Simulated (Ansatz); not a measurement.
Consider the substitution at a C–N bond: `CN[SiH](Cl)OC` + `[SiH3]N[AsH2]` → `C[AsH]N[SiH3]` + `CO[SiH](N)Cl`.

Computed with Ansatz on PBE0-D4/def2-TZVP structures; ΔE is electronic, products minus reactants. CCSD(T)/CBS adds triple-zeta CCSD(T) − MP2 to the extrapolated MP2 energy (def2 sets, frozen cores). For As outer-core shells are correlated without core-valence functions, which leaves a few kJ/mol of doubt a bond. Scalar relativity is left out up to krypton. Each species was taken in one conformer, which may not be the lowest.

`CN[SiH](Cl)OC`:

Cartesian coordinates in Å:
```
C 1.348 -2.138 -0.670
N 0.535 -0.954 -0.845
Si 0.003 0.021 0.425
Cl 1.480 1.198 1.289
O -1.118 1.017 -0.202
C -1.646 2.176 0.403
H 1.175 -2.558 0.325
H 1.078 -2.910 -1.396
H 2.422 -1.940 -0.759
H 0.585 -0.545 -1.765
H -0.477 -0.829 1.536
H -2.266 1.922 1.268
H -0.851 2.854 0.726
H -2.268 2.685 -0.334
```

`[SiH3]N[AsH2]`:

Cartesian coordinates in Å:
```
Si 0.093 1.074 0.498
N 0.014 0.063 -0.892
As -0.156 -1.774 -0.882
H -1.142 1.006 1.330
H 0.292 2.476 0.045
H 1.228 0.647 1.358
H -0.183 0.466 -1.793
H 1.011 -2.058 0.064
H -1.158 -1.899 0.272
```

`C[AsH]N[SiH3]`:

Cartesian coordinates in Å:
```
C 1.843 0.068 -0.760
As 0.069 0.178 -1.589
N -0.893 0.806 -0.132
Si -1.360 -0.158 1.216
H 2.497 -0.523 -1.404
H 2.246 1.078 -0.677
H 1.796 -0.388 0.228
H -0.247 -1.310 -1.394
H -1.484 1.582 -0.384
H -1.976 0.721 2.247
H -2.337 -1.234 0.877
H -0.152 -0.821 1.773
```

`CO[SiH](N)Cl`:

Cartesian coordinates in Å:
```
C 1.703 0.869 -0.112
O 0.300 0.781 0.003
Si -0.522 -0.622 0.131
N -2.196 -0.398 0.195
Cl -0.097 -1.754 -1.537
H 2.047 0.445 -1.060
H 2.208 0.346 0.709
H 1.981 1.923 -0.075
H -0.064 -1.361 1.328
H -2.640 -0.089 1.043
H -2.720 -0.140 -0.625
```

| species | CCSD(T)/CBS(def2) energy (Eh) |
| --- | --- |
| `CN[SiH](Cl)OC` | -959.76987 |
| `[SiH3]N[AsH2]` | -2582.40077 |
| `C[AsH]N[SiH3]` | -2621.67089 |
| `CO[SiH](N)Cl` | -920.52349 |

Question: Work out ΔE.

Answer: ΔE = (-2621.67089) + (-920.52349) − (-959.76987) − (-2582.40077) = -0.02374 Eh = -62.3 kJ/mol.

Largest T1 diagnostic among the species: 0.011.

In def2-TZVPP, CCSD(T) changes the Hartree–Fock value by −12.0 kJ/mol (the triples alone add −1.8 kJ/mol) and MP2 by −17.8 kJ/mol.
